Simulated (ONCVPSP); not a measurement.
silicon (Si), ONCV: configuration errors across variants

| Quantity | Value |
| --- | --- |
| Element | Si |
| Generator | ONCVPSP 4.0.1 |
| Type | optimised norm-conserving Vanderbilt (ONCV) |
| Functional | PBE |
| Relativity | scalar-relativistic |
| Frozen core | [He] |
| Valence charge | 12 |
| Reference configuration | 2s2 2p6 3s2 3p0.5 (charge +1.5) |
| Partial waves | 2s+3s: rc 0.95 bohr, ncon 4, nbas 9, qcut 9.7 1/bohr, 2 projectors; 2p+3p: rc 0.85 bohr, ncon 5, nbas 8, qcut 17.4 1/bohr, 2 projectors; d scattering state at 0.29 Ha: rc 1.00 bohr, ncon 3, nbas 7, qcut 8.3 1/bohr, 2 projectors, debl 1.5 Ha |
| Local potential | polynomial inside 0.60 bohr (lpopt 5, dvloc0 2 Ha) |
| Core correction | none |

All-electron excitation energies from the reference (eV): (1) 2s2 2p6 3s2 3p2 -14.629; (2) 2s2 2p6 3s2 3p1 -6.889; (3) 2s2 2p6 3s2 3p0 9.104; (4) 2s2 2p6 3s0 3p4 -0.851.

Errors AE − PS in meV (a dash: test not solved or not reliable):

```csv
change,(1),(2),(3),(4),bound ghosts,GHOST(+) flags above zero
base,+0.9,+0.2,+0.2,+5.3,none,none
"p: rc 0.58; local potential polynomial inside 0.58 bohr (lpopt 5, dvloc0 2 Ha)",+0.8,+0.2,0.0,+4.7,none,none
p: rc 0.72,+0.8,+0.2,+0.1,+4.9,none,none
p: rc 0.94,+1.1,+0.3,+0.2,+5.6,none,none
p: rc 1.02,+1.2,+0.3,+0.2,+5.9,none,none
p: rc 1.14,+1.4,+0.4,+0.1,+6.0,none,none
p: rc 1.24,+1.6,+0.4,+0.1,+6.1,none,none
```

Question: Give the same row for: p: rc 0.8.

Answer: +0.9, +0.2, +0.1, +5.2; bound ghosts: none; GHOST(+) flags above zero: none.
